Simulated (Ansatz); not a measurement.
`C#C[SiH](Cl)OC` + HI → `CO[SiH](Cl)I` + acetylene at 298.15 K and 1 bar (ligand exchange at the Si–C bond).

Gas-phase electronic energies from Ansatz, PBE0-D4/def2-TZVP geometries. CCSD(T)/CBS adds triple-zeta CCSD(T) − MP2 to the extrapolated MP2 energy (def2 sets, frozen cores). This one scheme is used for every species. Elements past krypton have def2 core potentials. For I outer-core shells are correlated without core-valence functions, which leaves a few kJ/mol of doubt a bond. One conformer a species, not always the lowest.

```json
{"species": "`C#C[SiH](Cl)OC`", "CCSD(T)/CBS energy (Eh)": "-941.23261", "H − E (kJ/mol)": "215.6", "S (J/(mol·K))": "378.6"}
{"species": "HI", "CCSD(T)/CBS energy (Eh)": "-298.03592", "H − E (kJ/mol)": "22.7", "S (J/(mol·K))": "206.5"}
{"species": "`CO[SiH](Cl)I`", "CCSD(T)/CBS energy (Eh)": "-1162.05764", "H − E (kJ/mol)": "164.7", "S (J/(mol·K))": "384.2"}
{"species": "`C#C`", "CCSD(T)/CBS energy (Eh)": "-77.22717", "H − E (kJ/mol)": "80.8", "S (J/(mol·K))": "200.2"}
```

H − E and S are ideal-gas, rigid-rotor, harmonic terms from PBE0-D4/def2-TZVP, for one conformer and one mirror image of each species. 1 Eh = 2625.50 kJ/mol, R = 8.31446 J/(mol·K).

Q: By hand: ΔE, ΔH, ΔS and ΔG.

A: ΔE = (-1162.05764) + (-77.22717) − (-941.23261) − (-298.03592) = -0.01628 Eh = -42.7 kJ/mol. Δ(H − E) = 164.7 + 80.8 − 215.6 − 22.7 = 7.2, so ΔH = -35.5 kJ/mol. ΔS = 384.2 + 200.2 − 378.6 − 206.5 = -0.7 J/(mol·K). ΔG = -35.5 − 298.15 × (-0.7)/1000 = -35.3 kJ/mol.

Q: By hand: the equilibrium constant, and the temperature at which ΔG would vanish if ΔH and ΔS stayed fixed.

A: log₁₀ K = −ΔG/(RT ln 10) = 6.2. ΔG = 0 at ΔH/ΔS = 50714 K, far beyond where these terms or the molecules hold.

The number of gas molecules stays the same, so ΔS is small and ΔH decides. A doubt of 5 kJ/mol in ΔE shifts log₁₀ K by 0.9 here. Other conformers and mirror images would add mixing entropy, several J/(mol·K) or more a flexible species. These are equilibria of isolated gas molecules and say nothing of rates. Largest T1 diagnostic: 0.013 (customary marks: 0.02 for closed shells, 0.045 for open ones).
